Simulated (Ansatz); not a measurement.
`BB(Cl)OC` + H₂ → `COBCl` + BH₃  (hydrogenolysis of a B–B bond)

Computed with Ansatz on PBE0-D4/def2-TZVP structures; ΔE is electronic, products minus reactants. CCSD(T)/CBS is the MP2 limit (def2-TZVPP, def2-QZVPP) plus CCSD(T) − MP2 in def2-TZVPP, frozen cores. This one scheme is used for every species. DFT in def2-TZVPP. B3LYP here is the variant with VWN-RPA as its local correlation; programs differ in this. One conformer a species, not always the lowest.

Q: Is it downhill or uphill in electronic energy at CCSD(T)/CBS, and by how much? (An estimate is asked.)

A: The calculation gave: Downhill: ΔE = -8.5 kcal/mol.

Q: What do these levels give: PBE-D4, B3LYP-D4, ωB97X-V, ωB97M-V, PBE, r2SCAN, SCS-MP2/def2-TZVPP, CCSD(T)/def2-TZVPP, HF/def2-QZVPP, MP2/def2-QZVPP, SCS-MP2/def2-QZVPP, MP2/CBS(def2)? (Best estimate.)

A: Ansatz gave: PBE-D4 -4.7, B3LYP-D4 -7.9, ωB97X-V -8.6, ωB97M-V -8.8, PBE -5.9, r2SCAN -6.4, SCS-MP2/def2-TZVPP -10.6, CCSD(T)/def2-TZVPP -9.0, HF/def2-QZVPP -15.5, MP2/def2-QZVPP -8.9, SCS-MP2/def2-QZVPP -10.2, MP2/CBS(def2) -8.6 kcal/mol.

Largest T1 diagnostic among the species: 0.013.

In def2-TZVPP, CCSD(T) changes the Hartree–Fock value by +6.4 kcal/mol (the triples alone add +1.2 kcal/mol) and MP2 by +6.3 kcal/mol. The D4 term adds +1.9 kcal/mol with B3LYP and +1.0 kcal/mol with PBE0; it sums over pairs of atoms, weighted by their polarisabilities, and B3LYP, whose exchange is more repulsive, gets the larger term. From PBE to PBE0 (25 % exact exchange), in def2-TZVPP and without D4, ΔE moves by −1.9 kcal/mol.
